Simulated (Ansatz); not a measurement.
Relaxation of C₃H₇NSSi (13 atoms, charge 0, multiplicity 1), to a largest force component of 0.02 eV/Å in at most 50 steps.

Level of theory: RKS B3LYP-D4/def2-SVP in Ansatz 0.2.0.

```xyz
13
Properties=species:S:1:pos:R:3:forces:R:3
C -0.091 -2.709 0.711 -0.71 3.66 -3.08
N -0.353 -1.836 -0.262 0.90 -3.65 2.54
Si 0.498 -0.355 -0.237 0.70 0.22 0.36
C -0.386 1.045 -0.981 -2.93 0.10 -0.33
C -0.038 2.017 0.132 -1.13 0.16 0.43
S 0.075 0.774 1.500 0.38 0.67 1.77
H 0.586 -2.504 1.546 0.30 -0.12 0.25
H -0.651 -3.603 0.702 -0.71 -1.65 0.24
H 1.983 -0.426 -0.469 -0.27 -0.25 -0.27
H -0.147 1.345 -1.957 0.50 0.83 -1.96
H -1.548 0.839 -0.990 2.06 0.13 0.14
H -0.769 2.809 0.365 -0.32 -0.26 -0.02
H 0.862 2.570 -0.047 1.23 0.15 -0.06
```

Q: Where does it end, and by what steps?

A: The run converged. After 26 steps the energy has fallen by 0.909 eV; H12 moved furthest, 1.17 Å.

| step | energy less start (eV) | largest force component (eV/Å) | accepted |
| --- | --- | --- | --- |
| 0 | 0.0000 | 3.663 | yes |
| 1 | -0.5192 | 2.060 | yes |
| 2 | -0.6179 | 1.003 | yes |
| 3 | -0.7033 | 1.209 | yes |
| 4 | -0.7607 | 0.266 | yes |
| 5 | -0.8004 | 0.303 | yes |
| 6 | -0.8400 | 0.132 | yes |
| 7 | -0.8528 | 0.707 | yes |
| 8 | -0.8804 | 0.268 | yes |
| 9 | -0.8783 | 0.605 | no |
| 10 | -0.8894 | 0.192 | yes |
| 11 | -0.8957 | 0.130 | yes |
| 12 | -0.8993 | 0.254 | yes |
| 13 | -0.8251 | 1.142 | no |
| 14 | -0.9037 | 0.046 | yes |
| 15 | -0.9052 | 0.072 | yes |
| 16 | -0.9058 | 0.136 | yes |
| 17 | -0.9063 | 0.108 | yes |
| 18 | -0.9075 | 0.032 | yes |
| 19 | -0.9082 | 0.032 | yes |
| 20 | -0.9086 | 0.049 | yes |
| 21 | -0.9089 | 0.039 | yes |
| 22 | -0.9092 | 0.042 | yes |
| 23 | -0.9091 | 0.063 | no |
| 24 | -0.9093 | 0.031 | yes |
| 25 | -0.9094 | 0.022 | yes |
| 26 | -0.9094 | 0.015 | yes |

```xyz
13
Properties=species:S:1:pos:R:3
C -0.337 -2.434 0.829
N 0.051 -1.897 -0.248
Si 0.870 -0.361 -0.425
C -0.261 1.020 -1.039
C -0.225 1.817 0.294
S 1.044 0.898 1.334
H -0.179 -1.990 1.834
H -0.874 -3.402 0.814
H 2.126 -0.652 -1.164
H 0.168 1.592 -1.876
H -1.272 0.699 -1.331
H -1.191 1.815 0.819
H 0.100 2.860 0.172
```

Time of the run: 3.4 min on 2 threads of Arm Neoverse N1 (shared host), peak memory 0.32 GiB.
